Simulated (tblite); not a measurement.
Record of a relaxation.

C₃H₉B₂N.
Numbering: `[BH2:1][NH:2][BH:3][CH2:4][CH:5]=[CH2:6]` (hydrogens: H7, H8 on B1; H9 on N2; H10 on B3; H11, H12 on C4; H13 on C5; H14, H15 on C6)

Computed with GFN2-xTB (tblite), gas phase: L-BFGS steps from a force-field or distance-geometry start until the largest atomic force falls under 0.01 eV/Å. 6 of its 107 geometries are shown.

Step 0: E = -444.8564 eV, largest atomic force 3.106 eV/Å
```
atom  x, y, z in Å  |  force x, y, z in eV/Å
B1     -2.915    0.297   -0.586   -0.707   0.546   2.975
N2     -2.004   -0.190    0.502    0.371  -1.317  -2.484
B3     -0.576   -0.460    0.028   -1.383  -0.159   2.474
C4      0.618    0.533    0.423   -1.125   0.111  -0.102
C5      1.882   -0.227    0.524    1.648   0.700  -1.258
C6      2.947    0.066   -0.256   -0.715  -1.261   1.560
H7     -3.907   -0.347   -0.788    0.634   0.012  -0.240
H8     -3.131    1.486   -0.566    0.853  -0.612  -0.815
H9     -2.383   -1.078    0.915    0.465   0.895  -0.744
H10    -0.270   -1.614    0.004   -0.245   0.269  -0.431
H11     0.396    0.933    1.440   -0.059   0.059  -0.749
H12     0.648    1.350   -0.317    0.391  -0.064   0.543
H13     1.928   -1.045    1.248   -0.049   0.421  -0.331
H14     3.826   -0.574   -0.086   -0.252   0.735  -0.584
H15     2.937    0.877   -0.973    0.173  -0.335   0.186
```

Step 21: E = -446.4882 eV, largest atomic force 0.361 eV/Å
```
atom  x, y, z in Å  |  force x, y, z in eV/Å
B1     -2.913    0.431   -0.330    0.081  -0.181  -0.032
N2     -2.011   -0.550    0.127    0.168  -0.031   0.097
B3     -0.598   -0.658    0.265    0.090   0.093   0.153
C4      0.483    0.500    0.442    0.211   0.125  -0.057
C5      1.850   -0.111    0.529    0.000  -0.259  -0.152
C6      2.892    0.113   -0.250    0.080   0.061   0.057
H7     -4.070    0.192   -0.327    0.198   0.049   0.051
H8     -2.505    1.428   -0.780    0.056   0.090   0.073
H9     -2.435   -1.437    0.374   -0.174   0.069  -0.131
H10    -0.148   -1.746    0.320   -0.217  -0.120   0.019
H11     0.355    1.080    1.360   -0.335  -0.106   0.081
H12     0.460    1.240   -0.355   -0.049   0.049  -0.198
H13     1.934   -0.894    1.272    0.005   0.037   0.124
H14     3.803   -0.459   -0.122   -0.085   0.216  -0.065
H15     2.897    0.877   -1.012   -0.030  -0.092  -0.021
```

Step 42: E = -446.6783 eV, largest atomic force 0.106 eV/Å
```
atom  x, y, z in Å  |  force x, y, z in eV/Å
B1     -2.685    0.534   -0.286    0.018   0.040   0.097
N2     -2.005   -0.649    0.053    0.071   0.003   0.031
B3     -0.630   -0.884    0.313    0.062   0.021   0.009
C4      0.420    0.310    0.373   -0.036  -0.007  -0.003
C5      1.850   -0.088    0.546   -0.019  -0.014  -0.004
C6      2.831    0.228   -0.279   -0.046   0.048   0.027
H7     -3.855    0.524   -0.333   -0.055  -0.023  -0.068
H8     -2.086    1.517   -0.483    0.015   0.011  -0.011
H9     -2.594   -1.465    0.160    0.008  -0.001  -0.038
H10    -0.303   -1.992    0.537    0.019   0.020   0.004
H11     0.146    0.924    1.239   -0.027   0.005  -0.005
H12     0.335    0.967   -0.495   -0.026  -0.032  -0.012
H13     2.066   -0.670    1.431   -0.014  -0.046   0.061
H14     3.851   -0.059   -0.096    0.031  -0.062  -0.013
H15     2.654    0.811   -1.166   -0.003   0.035  -0.075
```

Step 64: E = -446.6884 eV, largest atomic force 0.046 eV/Å
```
atom  x, y, z in Å  |  force x, y, z in eV/Å
B1     -2.676    0.533   -0.264    0.022   0.011   0.006
N2     -1.991   -0.651    0.066   -0.003   0.002  -0.012
B3     -0.618   -0.871    0.344   -0.005  -0.006   0.003
C4      0.414    0.335    0.383    0.024  -0.016   0.008
C5      1.838   -0.079    0.555    0.034  -0.016  -0.012
C6      2.813    0.217   -0.285    0.001  -0.017  -0.030
H7     -3.833    0.494   -0.444   -0.010  -0.015  -0.001
H8     -2.084    1.536   -0.356   -0.020   0.015   0.005
H9     -2.565   -1.483    0.109   -0.009  -0.008  -0.013
H10    -0.274   -1.975    0.562    0.001   0.037   0.008
H11     0.141    0.980    1.226   -0.012  -0.009   0.006
H12     0.327    0.957   -0.510   -0.010  -0.001   0.004
H13     2.045   -0.674    1.436    0.012   0.017   0.002
H14     3.828   -0.114   -0.137   -0.039   0.014   0.019
H15     2.631    0.804   -1.172    0.015  -0.008   0.007
```

Step 85: E = -446.6913 eV, largest atomic force 0.014 eV/Å
```
atom  x, y, z in Å  |  force x, y, z in eV/Å
B1     -2.684    0.533   -0.259   -0.004  -0.003  -0.001
N2     -1.982   -0.650    0.036    0.000  -0.003  -0.003
B3     -0.617   -0.860    0.358    0.000   0.005   0.006
C4      0.417    0.344    0.392   -0.001   0.002   0.003
C5      1.843   -0.072    0.553   -0.005   0.006   0.006
C6      2.811    0.196   -0.304   -0.001   0.000   0.002
H7     -3.833    0.470   -0.486    0.006   0.002   0.000
H8     -2.123    1.558   -0.267   -0.002   0.000  -0.003
H9     -2.543   -1.492    0.033   -0.007   0.003  -0.001
H10    -0.280   -1.956    0.618    0.010  -0.002  -0.007
H11     0.151    0.982    1.242   -0.002  -0.003  -0.001
H12     0.320    0.969   -0.498    0.007   0.001   0.007
H13     2.060   -0.643    1.448    0.002   0.000   0.002
H14     3.824   -0.134   -0.146    0.006  -0.003  -0.002
H15     2.633    0.763   -1.204   -0.011  -0.005  -0.008
```

Step 106: E = -446.6926 eV, largest atomic force 0.009 eV/Å
```
atom  x, y, z in Å  |  force x, y, z in eV/Å
B1     -2.678    0.531   -0.266   -0.002  -0.007   0.003
N2     -1.968   -0.650    0.018    0.000   0.000  -0.002
B3     -0.605   -0.851    0.353   -0.004   0.000   0.002
C4      0.416    0.363    0.428   -0.003  -0.004  -0.001
C5      1.843   -0.051    0.576    0.004   0.004  -0.005
C6      2.787    0.165   -0.323   -0.003   0.000   0.008
H7     -3.823    0.460   -0.508    0.000   0.001  -0.002
H8     -2.128    1.562   -0.251    0.002   0.002  -0.001
H9     -2.520   -1.498   -0.010   -0.001   0.003   0.001
H10    -0.254   -1.950    0.584    0.001   0.002   0.000
H11     0.143    0.977    1.293   -0.002  -0.004  -0.004
H12     0.316    1.008   -0.447    0.000   0.002   0.003
H13     2.081   -0.579    1.491    0.003   0.003  -0.001
H14     3.802   -0.163   -0.178    0.006  -0.004  -0.006
H15     2.583    0.684   -1.246    0.000   0.000   0.005
```

**Question.** Summarise the path.

**Answer.** The energy falls by 177.16 kJ/mol from step 0 to step 106; nine tenths of that is first reached at step 23. It falls at every step. The largest force goes from 3.106 to 0.009 eV/Å. Among the bonds N2–B3 changes most, from 1.529 to 1.418 Å; the atoms move by 0.603 Å rms after alignment.

The cost below is that of the whole relaxation. The run took 1.4 s of wall time on one thread of an Intel Xeon at 2.50 GHz, on a shared host.
